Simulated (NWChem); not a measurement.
B(OC)(Cl)O (CH$_{4}$BClO$_{2}$), optimised at PBE0/def2-SVP with NWChem:

- highest occupied level (eV) = -8.59
- orbital gap (eV) = 10.09
- dipole (D) = 2.02
- highest harmonic frequency (cm⁻¹) = 3933
- zero-point energy (kcal/mol) = 39.9

All stand in one matching conformer (torsions within 35°), which need not be the lowest.

**Question.** One Cl atom is replaced by F, giving COB(O)F (CH$_{4}$BFO$_{2}$), optimised at the same level. How do these values move?

**Answer.** 
| quantity | new value | change |
|---|---|---|
| highest occupied level (eV) | -8.60 | -0.01 |
| orbital gap (eV) | 10.18 | +0.09 |
| dipole (D) | 1.83 | -0.19 |
| highest harmonic frequency (cm⁻¹) | 3932 | -1 |
| zero-point energy (kcal/mol) | 40.9 | +1.0 |
